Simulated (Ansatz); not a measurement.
Start from `[OH][Ti]([OH])([OH])[F]` and change one atom or group to get `[OH][Ti]([OH])([OH])[OH]`.

Ansatz, PBE0-D4/def2-TZVP geometries, multiplicity 1. Each molecule was computed in one conformer, which needn't be the lowest.

Scalar relativity is left out up to krypton.

| property | `[OH][Ti]([OH])([OH])[F]` |
| --- | --- |
| HOMO–LUMO gap (PBE/def2-TZVPP) / eV | 5.02 |
| size of the dipole moment (PBE/def2-TZVPP) / D | 2.22 |
| HOMO–LUMO gap (PBE0/def2-TZVPP) / eV | 7.74 |
| LUMO energy (B3LYP/def2-TZVPP) / eV | -1.90 |
| LUMO energy (PBE0/def2-TZVPP) / eV | -1.57 |
| HOMO energy (B3LYP/def2-TZVPP) / eV | -9.04 |

**Question.** Give the same properties after the change, and the shifts. (An estimate is asked.)

**Answer.** Ansatz gave: 
```json
{"property": "HOMO–LUMO gap (PBE/def2-TZVPP) / eV", "`[OH][Ti]([OH])([OH])[OH]`": "5.16", "shift": "0.14"}
{"property": "size of the dipole moment (PBE/def2-TZVPP) / D", "`[OH][Ti]([OH])([OH])[OH]`": "0.00", "shift": "-2.22"}
{"property": "HOMO–LUMO gap (PBE0/def2-TZVPP) / eV", "`[OH][Ti]([OH])([OH])[OH]`": "7.85", "shift": "0.11"}
{"property": "LUMO energy (B3LYP/def2-TZVPP) / eV", "`[OH][Ti]([OH])([OH])[OH]`": "-1.45", "shift": "0.45"}
{"property": "LUMO energy (PBE0/def2-TZVPP) / eV", "`[OH][Ti]([OH])([OH])[OH]`": "-1.12", "shift": "0.45"}
{"property": "HOMO energy (B3LYP/def2-TZVPP) / eV", "`[OH][Ti]([OH])([OH])[OH]`": "-8.70", "shift": "0.34"}
```

With PBE0 the HOMO rises by 0.35 eV and the LUMO rises by 0.45 eV, so the gap widens by about 0.10 eV. PBE moves the HOMO by 0.32 eV and ωB97M-V by 0.34 eV. The zero-point energy changes by 28.7 kJ/mol with +3 modes.

B3LYP here is the variant with VWN-RPA as its local correlation; programs differ in this.
